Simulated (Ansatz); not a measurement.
All numbers were calculated with Ansatz.

A structure relaxed at PBE0-D4/def2-TZVP, charge 0, multiplicity 1:

```xyz
11

B    -0.414   -1.246    1.733
Al   -0.151    0.063    0.072
C     1.352   -0.070   -1.178
N    -1.347    1.346   -0.208
H     0.053   -1.032    2.819
H    -1.018   -2.282    1.664
H     1.304    0.689   -1.964
H     2.310    0.048   -0.662
H     1.379   -1.050   -1.666
H    -1.305    2.009   -0.966
H    -2.162    1.524    0.356
```

Q: Give its formula and SMILES.

A: CH7AlBN, `[BH2][Al]([CH3])[NH2]`.

Q: Point group (tolerance 0.08 Å, 0.16 Å for H)?

A: Cs.

Q: Summarise the bond lengths by kind.

A: 1 × Al–B 2.131 Å; 2 × B–H 1.201 Å; 1 × Al–C 1.959 Å; 1 × Al–N 1.777 Å; 3 × C–H 1.094 to 1.095 Å; 2 × H–N 1.007 to 1.008 Å.
